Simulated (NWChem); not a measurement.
The numbers come from NWChem runs, not from measurements. System: BrSi, charge 0, spin multiplicity 2, at a geometry optimised with UPBE0/def2-SVP. The structure started from a generated list of species. Its SCF solution wasn't tested for a lower state. Level: G0W0@UHF/def2-TZVPD, RI basis def2-tzvpd-rifit.

Output (cleaned and shortened):

```
             Northwest Computational Chemistry Package (NWChem) 7.3.0
             --------------------------------------------------------

                                NWChem Input Module
                                -------------------

 Scaling coordinates for geometry "geometry" by  1.889725989
 (inverse scale =  0.529177249)

 Turning off AUTOSYM since
 SYMMETRY directive was detected!

                             Geometry "geometry" -> ""
                             -------------------------

 Output coordinates in angstroms (scale by  1.889725989 to convert to a.u.)

  No.       Tag          Charge          X              Y              Z
 ---- ---------------- ---------- -------------- -------------- --------------
    1 Si                  14.0000     0.00000000     0.00000000     1.59956500
    2 Br                  35.0000     0.00000000     0.00000000    -0.63982600

 Effective nuclear repulsion energy (a.u.)     115.7890033540

            Nuclear Dipole moment (a.u.)
            ----------------------------
        X                 Y               Z
 ---------------- ---------------- ----------------
     0.0000000000     0.0000000000     0.0000000000

      Symmetry information
      --------------------

 Group name             C2v
 Group number             16
 Group order               4
 No. of unique centers     2

      Symmetry unique atoms

     1    2


 Summary of "ao basis" -> "" (spherical)
 ------------------------------------------------------------------------------
       Tag                 Description            Shells   Functions and Types
 ---------------- ------------------------------  ------  ---------------------
 *                         def2-tzvpd                 on all atoms

 new library libraries.bse/

 Summary of "ri basis" -> "" (spherical)
 ------------------------------------------------------------------------------
       Tag                 Description            Shells   Functions and Types
 ---------------- ------------------------------  ------  ---------------------
 *                      def2-tzvpd-rifit              on all atoms

  xc_inp: hfexch multiplicative factor not found.

                                 NWChem DFT Module
                                 -----------------

 Summary of "ao basis" -> "ao basis" (spherical)
 ------------------------------------------------------------------------------
       Tag                 Description            Shells   Functions and Types
 ---------------- ------------------------------  ------  ---------------------
 Si                        def2-tzvpd               15       43   6s5p3d1f
 Br                        def2-tzvpd               19       57   7s6p5d1f

 Summary of "ao basis" -> "ao basis" (spherical)
 ------------------------------------------------------------------------------
       Tag                 Description            Shells   Functions and Types
 ---------------- ------------------------------  ------  ---------------------
 Si                        def2-tzvpd               15       43   6s5p3d1f
 Br                        def2-tzvpd               19       57   7s6p5d1f

      Symmetry analysis of basis
      --------------------------

        a1         44
        a2         10
        b1         23
        b2         23

            General Information
            -------------------
          SCF calculation type: DFT
          Wavefunction type:  spin polarized.
          No. of atoms     :     2
          No. of electrons :    49
           Alpha electrons :    25
            Beta electrons :    24
          Charge           :     0
          Spin multiplicity:     2
          Use of symmetry is: on ; symmetry adaption is: on
          Maximum number of iterations: 100
          This is a Direct SCF calculation.
          AO basis - number of functions:   100
                     number of shells:    34
          Convergence on energy requested:  1.00D-06
          Convergence on density requested:  1.00D-05
          Convergence on gradient requested:  5.00D-04

              XC Information
              --------------
                     Hartree-Fock (Exact) Exchange  1.000

          Convergence Information
[...]
   Bfn.  Coefficient  Atom+Function         Bfn.  Coefficient  Atom+Function
  ----- ------------  ---------------      ----- ------------  ---------------
     6      2.816996  1 Si s                 50     -2.380365  2 Br s
    68     -1.993394  2 Br pz                21     -1.245195  1 Si pz
     5      0.612311  1 Si s                 65     -0.598001  2 Br pz
    91     -0.413376  2 Br d  0              29      0.131951  1 Si d  0
    48     -0.125138  2 Br s                 18     -0.113565  1 Si pz

   alpha - beta orbital overlaps
   -----------------------------

   alpha      1      2      3      4      5      6      7      8      9     10
    beta      1      2      3      4      6      5      7      8      9     10
 overlap   1.000  1.000  1.000  1.000  1.000  1.000  1.000  1.000  1.000  1.000

   alpha     11     12     13     14     15     16     17     18     19     20
    beta     11     14     13     12     15     16     17     18     19     20
 overlap   1.000  1.000  1.000  1.000  0.999  1.000  1.000  1.000  0.999  1.000

   alpha     21     22     23     24     25     26     27     28     29     30
    beta     21     23     22     24     26     25     27     28     30     29
 overlap   0.982  0.981  1.000  0.980  0.858  0.999  0.998  0.994  0.900  0.999

   alpha     31     32     33     34     35     36     37     38     39     40
    beta     31     32     33     36     34     35     37     38     39     42
 overlap   0.989  0.997  0.981  0.980  1.000  0.990  0.992  0.999  0.993  0.969

   alpha     41     42     43     44     45     46     47     48     49     50
    beta     40     41     44     43     48     49     45     50     46     47
 overlap   0.995  1.000  0.966  1.000  0.995  0.768  0.982  0.990  0.800  1.000

   alpha     51     52     53     54     55     56     57     58     59     60
    beta     51     52     53     54     55     56     58     57     59     61
 overlap   1.000  0.998  0.875  0.997  0.872  0.998  0.996  1.000  0.998  0.970

   alpha     61     62     63     64     65     66     67     68     69     70
    beta     63     60     62     64     65     66     69     68     67     70
 overlap   0.991  0.958  1.000  0.952  0.971  0.992  0.730  1.000  0.739  0.999

   alpha     71     72     73     74     75     76     77     78     79     80
    beta     71     72     74     73     75     76     77     78     79     80
 overlap   0.998  0.997  0.998  1.000  1.000  1.000  1.000  1.000  0.999  1.000

   alpha     81     82     83     84     85     86     87     88     89     90
    beta     81     83     82     84     85     86     87     88     89     90
 overlap   0.999  1.000  1.000  1.000  1.000  1.000  1.000  1.000  1.000  1.000

   alpha     91     92     93     94     95     96     97     98     99    100
    beta     91     92     93     94     95     96     97     98     99    100
 overlap   1.000  1.000  1.000  1.000  1.000  1.000  1.000  1.000  1.000  1.000

     --------------------------
     Expectation value of S2:
     --------------------------
      <S2> =      0.7752 (Exact =     0.7500)

 center of mass
 --------------
 x =   0.00000000 y =   0.00000000 z =  -0.11177449

 moments of inertia (a.u.)
 ------------------
         371.106909413191           0.000000000000           0.000000000000
           0.000000000000         371.106909413191           0.000000000000
           0.000000000000           0.000000000000           0.000000000000

     Multipole analysis of the density
     ---------------------------------

     L   x y z        total         alpha         beta         nuclear
     -   - - -        -----         -----         ----         -------
     0   0 0 0     -0.000000    -25.000000    -24.000000     49.000000

     1   1 0 0      0.000000     -0.000000      0.000000      0.000000
     1   0 1 0      0.000000     -0.000000      0.000000      0.000000
     1   0 0 1      0.462507     -1.137913      1.600419      0.000000

     2   2 0 0    -22.074609    -11.720009    -10.354600      0.000000
     2   1 1 0      0.000000     -0.000000      0.000000      0.000000
     2   1 0 1     -0.000000     -0.000000      0.000000      0.000000
     2   0 2 0    -25.372447    -15.425658     -9.946789      0.000000
     2   0 1 1      0.000000     -0.000000      0.000000      0.000000
     2   0 0 2    -23.224949   -106.155916    -96.153339    179.084306

 Task  times  cpu:       31.3s     wall:       31.3s

                                NWChem Input Module
                                -------------------

                                 NWChem GW Module
                                 ----------------

                             ***********************
                             ***        GW       ***
                             ***********************

 Summary of "ri basis" -> "ri basis" (spherical)
 ------------------------------------------------------------------------------
       Tag                 Description            Shells   Functions and Types
 ---------------- ------------------------------  ------  ---------------------
 Si                     def2-tzvpd-rifit            33      129   10s8p7d6f2g
 Br                     def2-tzvpd-rifit            41      175   11s10p9d6f4g1h

                 Memory Information
                 ------------------
          Available GA per process is          1699.8 MBs
          Available stack per process is        700.0 MBs
          Available heap per process is         199.8 MBs

          Peak memory in Initialization
              Peak GA per process is                 13.0 MBs
              Peak stack per process is               0.1 MBs
              Peak heap per process is               13.4 MBs
              Memory not in MA per process            0.0 MBs

          Peak memory in AFF Calculation
              Peak GA per process is                125.0 MBs
              Peak stack per process is             104.4 MBs
              Peak heap per process is                0.0 MBs
              Memory not in MA per process          104.4 MBs

          Computing 2-center integrals
          Computing Inverse Cholesky factor
          Computing 3-center integrals
          Computing V_xc ...
          Computing Sigma_x
          Computing RPA polarizability
          Solving quasiparticle equations

                  Alpha Orbitals
          State     Energy (eV)     Error (eV)
          -----------------------------------
@GW        22        -11.795           0.004
@GW        23        -11.551           0.003
@GW        24        -11.440           0.003
@GW        25         -7.829           0.003
@GW        26         -0.960           0.002
@GW        27          1.353           0.002

                   Beta Orbitals
          State     Energy (eV)     Error (eV)
          -----------------------------------
@GW        21        -15.450           0.004
@GW        22        -11.532           0.003
@GW        23        -11.312           0.003
@GW        24        -10.992           0.004
@GW        25         -0.685           0.002
@GW        26          0.346           0.002

   Applying   0.1236 eV scissor-shift to rest of particle states

   Applying  -0.8937 eV scissor-shift to rest of hole states

   Applying  -0.1628 eV scissor-shift to rest of particle states

   Applying  -0.8979 eV scissor-shift to rest of hole states

     GW Timing Statistics
   ------------------------
   Init.   :          0.2s
     ERIs  :          1.5s
     Distr.:          0.0s
     Vxc   :          3.2s
   Sigma_x :          0.0s
   RPA     :         15.8s
   Wmn     :          0.1s
   Sigma_c :          0.1s
   GW total:         21.0s

 Task  times  cpu:       21.0s     wall:       21.0s

 Total times  cpu:       52.3s     wall:       52.3s
```

Problem. Write an NWChem input that would produce this output.

Solution. This is not unique; one that fits is 
```
start mol
memory heap 200 mb stack 700 mb global 1700 mb
geometry units angstroms nocenter noautoz
  Si     0.000000     0.000000     1.599565
  Br     0.000000     0.000000    -0.639826
  symmetry group C2v
end
basis spherical
  * library def2-tzvpd
end
basis "ri basis" bse spherical
  * library def2-tzvpd-rifit
end
dft
  xc hfexch
  odft
  mult 2
  iterations 100
  direct
  tolerances tight
end
task dft energy
gw
  states alpha occ 4 vir 2
  states beta occ 4 vir 2
end
task dft gw
```
